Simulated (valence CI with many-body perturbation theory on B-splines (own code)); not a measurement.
## Level structure of Al8+

Calculated by configuration interaction combined with many-body perturbation theory (CI+MBPT): three valence electrons over a frozen Dirac-Fock core [He], a basis of 11 s, 11 p, 10 d, 8 f, 5 g, 2 h functions for each j, with the one-electron correlation potential Σ1, the two-electron term Σ2, the three-electron term Σ3, Breit, model QED; selected CI, second order for the rest, scaled by the run's own slope (own B-spline code, finite nucleus).

No measured spectrum was set against this ion. As an estimate, levels of excited configurations hold to 0.05 to 0.15 % of their energy, terms of the ground configuration to about 0.5 %.

Levels 136 to 180 of 194, with energies above the lowest level, 2s2.2p 2P°_1/2. "Leading %" is the weight of the configuration and term that name the level; weights of strongly mixed levels are sums over their largest components and can fall short. In the jj column 3d3/2^4 stands for four electrons in 3d with j = 3/2. Lifetimes count E1, E2, E3, M1 and M2 decay at the calculated energies, and are blank where another channel may lead or the interval is too uncertain; long ones can be off by a factor of two.

| No. | Configuration | Term | J | E (cm⁻¹) | Leading % | Lifetime | Leading jj |
| --- | --- | --- | --- | --- | --- | --- | --- |
| 136 | 2s.2p.4s | 2P° | 1/2 | 2207100 | 97 | 13.8 ps | 2s 2p1/2 4s (73 %) |
| 137 | 2s.2p.4s | 2P° | 3/2 | 2210500 | 96 | 13.7 ps | 2s 2p3/2 4s (90 %) |
| 138 | 2s.2p.4p | 4D | 1/2 | 2221900 | 88 | 27.0 ps | 2s 2p1/2 4p1/2 (91 %) |
| 139 | 2s.2p.4p | 4D | 3/2 | 2222900 | 94 | 35.2 ps | 2s 2p1/2 4p1/2 (45 %) |
| 140 | 2s.2p.4p | 4D | 5/2 | 2224600 | 96 | 41.4 ps | 2s 2p1/2 4p3/2 (50 %) |
| 141 | 2s.2p.4p | 2P | 1/2 | 2225400 | 86 | 7.66 ps | 2s 2p1/2 4p3/2 (48 %) |
| 142 | 2s.2p.4p | 2P | 3/2 | 2226000 | 73 | 8.78 ps | 2s 2p1/2 4p3/2 (41 %) |
| 143 | 2s.2p.4p | 4D | 7/2 | 2227200 | 99 | 42.2 ps | 2s 2p3/2 4p3/2 (99 %) |
| 144 | 2s.2p.4p | 4S | 3/2 | 2229100 | 62 | 20.8 ps | 2s 2p3/2 4p3/2 (61 %) |
| 145 | 2s.2p.4p | 4P | 1/2 | 2230400 | 97 | 44.3 ps | 2s 2p1/2 4p1/2 (52 %) |
| 146 | 2s.2p.4p | 4P | 3/2 | 2232500 | 77 | 44.9 ps | 2s 2p3/2 4p1/2 (78 %) |
| 147 | 2s.2p.4p | 4P | 5/2 | 2233200 | 95 | 43.5 ps | 2s 2p3/2 4p3/2 (54 %) |
| 148 | 2s.2p.4p | 2D | 3/2 | 2236100 | 96 | 6.67 ps | 2s 2p1/2 4p3/2 (49 %) |
| 149 | 2s.2p.4p | 2D | 5/2 | 2239000 | 97 | 6.83 ps | 2s 2p3/2 4p3/2 (53 %) |
| 150 | 2s.2p.4d | 4F° | 3/2 | 2243800 | 97 | 17.9 ps | 2s 2p1/2 4d3/2 (83 %) |
| 151 | 2s.2p.4d | 4F° | 5/2 | 2244700 | 95 | 15.9 ps | 2s 2p1/2 4d3/2 (38 %) |
| 152 | 2s.2p.4p | 2S | 1/2 | 2245800 | 96 | 8.46 ps | 2s 2p3/2 4p3/2 (67 %) |
| 153 | 2s.2p.4d | 4F° | 7/2 | 2246000 | 94 | 15.0 ps | 2s 2p1/2 4d5/2 (48 %) |
| 154 | 2s.2p.4d | 4F° | 9/2 | 2248200 | 99 | 20.4 ps | 2s 2p3/2 4d5/2 (99 %) |
| 155 | 2s.2p.4d | 4D° | 5/2 | 2250500 | 50 | 3.32 ps | 2s 2p1/2 4d5/2 (73 %) |
| 156 | 2s.2p.4d | 4D° | 3/2 | 2250700 | 78 | 2.84 ps | 2s 2p1/2 4d5/2 (34 %) |
| 157 | 2s.2p.4d | 4D° | 1/2 | 2250800 | 95 | 2.60 ps | 2s 2p1/2 4d3/2 (59 %) |
| 158 | 2s.2p.4d | 2D° | 3/2 | 2252500 | 89 | 5.13 ps | 2s 2p3/2 4d5/2 (37 %) |
| 159 | 2s.2p.4d | 4D° | 7/2 | 2252900 | 94 | 2.68 ps | 2s 2p3/2 4d5/2 (69 %) |
| 160 | 2s.2p.4d | 2D° | 5/2 | 2253400 | 70 | 4.26 ps | 2s 2p3/2 4d3/2 (69 %) |
| 161 | 2s.2p.4d | 4P° | 5/2 | 2254900 | 64 | 3.87 ps | 2s 2p3/2 4d5/2 (74 %) |
| 162 | 2s.2p.4d | 4P° | 3/2 | 2255400 | 85 | 3.94 ps | 2s 2p3/2 4d3/2 (69 %) |
| 163 | 2s.2p.4d | 4P° | 1/2 | 2255800 | 96 | 4.20 ps | 2s 2p3/2 4d3/2 (92 %) |
| 164 | 2s.2p.4f | 4G | 5/2 | 2261000 | 46 | 9.87 ps | 2s 2p1/2 4f5/2 (82 %) |
| 165 | 2s.2p.4f | 4F | 7/2 | 2261100 | 55 | 9.98 ps | 2s 2p1/2 4f7/2 (79 %) |
| 166 | 2s.2p.4f | 4F | 3/2 | 2261900 | 94 | 9.82 ps | 2s 2p1/2 4f5/2 (58 %) |
| 167 | 2s.2p.4f | 4F | 9/2 | 2262100 | 64 | 9.97 ps | 2s 2p1/2 4f7/2 (62 %) |
| 168 | 2s.2p.4f | 4F | 5/2 | 2262700 | 38 | 9.64 ps | 2s 2p1/2 4f7/2 (32 %) |
| 169 | 2s.2p.4d | 2F° | 5/2 | 2262900 | 96 | 3.08 ps | 2s 2p1/2 4d5/2 (44 %) |
| 170 | 2s.2p.4f | 2F | 7/2 | 2263200 | 50 | 9.69 ps | 2s 2p1/2 4f5/2 (58 %) |
| 171 | 2s.2p.4f | 2G | 7/2 | 2264000 | 36 | 10.4 ps | 2s 2p1/2 4f7/2 (54 %) |
| 172 | 2s.2p.4f | 2F | 5/2 | 2264300 | 56 | 9.38 ps | 2s 2p1/2 4f5/2 (30 %) |
| 173 | 2s.2p.4d | 2F° | 7/2 | 2265600 | 98 | 2.98 ps | 2s 2p3/2 4d3/2 (54 %) |
| 174 | 2s.2p.4f | 4G | 9/2 | 2265700 | 63 | 9.98 ps | 2s 2p3/2 4f7/2 (70 %) |
| 175 | 2s.2p.4d | 2P° | 3/2 | 2266400 | 96 | 4.06 ps | 2s 2p3/2 4d5/2 (51 %) |
| 176 | 2s.2p.4f | 4G | 11/2 | 2266400 | 100 | 10.0 ps | 2s 2p3/2 4f7/2 (100 %) |
| 177 | 2s.2p.4f | 2G | 7/2 | 2266500 | 29 | 10.1 ps | 2s 2p3/2 4f5/2 (82 %) |
| 178 | 2s.2p.4f | 4D | 7/2 | 2267600 | 61 | 9.87 ps | 2s 2p3/2 4f7/2 (87 %) |
| 179 | 2s.2p.4f | 2G | 9/2 | 2267700 | 92 | 11.4 ps | 2s 2p3/2 4f5/2 (74 %) |
| 180 | 2s.2p.4d | 2P° | 1/2 | 2268000 | 98 | 4.03 ps | 2s 2p3/2 4d5/2 (84 %) |

Names give the largest LS component (configuration and term), which can be under half, so a name can repeat, a term be missing and a line seem to break the LS rules; names also repeat where a configuration has a term twice.

Where two levels of one J and parity lie close, their mixing, g and order are uncertain.
